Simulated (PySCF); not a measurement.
An unknown shows these calculated signals:

1H NMR (500 MHz, computed): δ 6.97 (m, 2H), 6.79 (m, 2H).

13C{1H} NMR (computed): δ 214.5 (C), 129.6 (CH), 128.3 (C), 121.4 (CH).

- shieldings: GIAO PBE0/pcSseg-1
- GFN2-xTB structure
- program: PySCF 2.14.0 with density-fitted response routines
- one computed conformer, no relativistic terms, one averaged value for each set of equivalent atoms, no solvent

Shifts are taken against calculated references (same method and geometry level): 1H and 13C vs TMS.

Q: Which of these does the molecule contain: a non-aromatic C=C double bond, a (CH3)2CH unit, a heteroaromatic ring, a CF3 group, a Si–CH3 group?

A: 
- A non-aromatic C=C double bond: no.
- A (CH3)2CH unit: no.
- A heteroaromatic ring: yes.
- A CF3 group: yes (δC 128.3).
- A Si–CH3 group: no.

The data belong to SMILES FC(/C(F)=P\N1C=CC=C1)(F)F, C6H4F4NP; they needn't prove each group on their own.

Carbon signals by region: 1 in the far downfield region (above 160 ppm), 3 in the sp2 and nitrile region (100–160 ppm). Above 160 ppm: 214.5, carbon double-bonded to a heavier main-group atom.

Splittings by 19F and 31P in the carbon and heteronuclear signals aren't shown, as no couplings were computed. Shifts are as computed. Against solution values, carbons near 30 ppm lie about +3 ppm off and those near 130 ppm about +5 ppm. Of 1211 compounds with measured shifts, 218 miss one by over three times the rms of a fit or turn the order of signals round; such compounds aren't used in these exercises. No couplings were computed; multiplicities are counted from neighbouring protons, with m where these are inequivalent, close in shift, in a saturated or five-membered ring or joined by F or P, and br s for small geminal =CH2 splittings.
